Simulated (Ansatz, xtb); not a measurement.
Spectroscopic constants of CF-, multiplicity 3 (lowest of 2S+1 = 1, 3, 5 at CCSD(T)/def2-TZVPP on PBE0 minima; our sources give no spin for the ground state, which may be another).

Constants: fifth-degree fit in 1/R to seven points, most abundant isotopes. In def2 and cc sets the state is the lowest found near the PBE0 minimum, followed along R.

Codes used: Ansatz (Gaussian orbitals); xtb for the GFN methods. Values without a source in brackets are computed. The GFN methods have no spin term and hold the electronic entropy of 300 K.

```
level                                  r_e (Å)  ω_e (cm⁻¹)  α_e (cm⁻¹)  B_e (cm⁻¹)
-------------------------------------  -------  ----------  ----------  ----------
GFN1-xTB                                 1.418         964       0.018        1.14
SVWN5/def2-TZVPP                         1.418         869       0.019        1.14
PBE/def2-TZVPP                           1.456         791       0.019        1.08
r2SCAN/def2-TZVPP                        1.450         804       0.019        1.09
B97M-V/def2-TZVPP                        1.442         808       0.021        1.10
B3LYP/def2-TZVPP                         1.451         791       0.020        1.09
PBE0/def2-TZVPP                          1.432         846       0.020        1.12
BHLYP/def2-TZVPP                         1.429         841       0.021        1.12
CAM-B3LYP/def2-TZVPP                     1.436         833       0.020        1.11
wB97X-V/def2-TZVPP                       1.442         838       0.019        1.10
wB97M-V/def2-TZVPP                       1.440         828       0.020        1.11
B2PLYP/def2-TZVPP                        1.451         798       0.020        1.09
CCSD/aug-cc-pVTZ                         1.434         813       0.020        1.11
CCSD/def2-TZVPP                          1.444         832       0.019        1.10
CCSD/aug-cc-pVQZ                         1.427         822       0.020        1.13
CCSD/def2-QZVPP                          1.438         823       0.020        1.11
CCSD(T)/aug-cc-pVTZ                      1.442         787       0.020        1.10
CCSD(T)/def2-TZVPP                       1.452         811       0.019        1.09
CCSD(T)/aug-cc-pVQZ                      1.435         796       0.020        1.11
CCSD(T)/def2-QZVPP                       1.446         800       0.020        1.10
CCSD(T)/CBS(aug-cc-pVTZ, aug-cc-pVQZ)    1.432         801       0.020        1.12
CCSD(T)/CBS(def2-TZVPP, def2-QZVPP)      1.445         798       0.020        1.10
```

Correlated levels freeze the cores. CBS(a, b) extrapolates the correlation energy as X⁻³ and adds the Hartree–Fock energy of set b.

Ansatz is a quantum-chemistry and plane-wave program.
